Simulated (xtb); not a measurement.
C7H7O, doublet, geometry from GFN2-xTB. Base run: GFN2-xTB (xtb).

Geometry (Å):
```xyz
15

C     -2.7162    -0.2392    -0.1963
O     -1.7154     0.6585     0.2184
C     -0.4133     0.2800     0.1039
C      0.5356     1.2237     0.5362
C      1.8476     0.8931     0.4424
C      2.3345    -0.2886    -0.0403
C      1.3898    -1.2160    -0.4655
C      0.0345    -0.9377    -0.3953
H     -3.6617     0.2693    -0.0144
H     -2.6880    -1.1681     0.3828
H     -2.6303    -0.4723    -1.2627
H      0.1869     2.1680     0.9233
H      3.3894    -0.5052    -0.0950
H      1.7186    -2.1684    -0.8568
H     -0.6671    -1.6839    -0.7354
```
Charge 0, spin multiplicity 2.
All else is at xtb's defaults.
Base energy -22.50443 Eh.

Each row names what was changed in the base input (with any setting that the change needs).

```csv
change,ΔE vs base (kJ/mol),dipole (D),G_solv (kcal/mol),SCF cycles
base,0.00,2.37,-,11
gbsa = thf,-27.2,2.59,-6.61,12
gbsa = acetonitrile,-25.47,2.63,-6.21,12
acc = 0.1,0.00,2.37,-,14
alpb = ch2cl2,-26.3,2.57,-6.38,11
```

ALPB and GBSA are two models with their own fitted parameters for each solvent, which aren't always the measured dielectric constant.
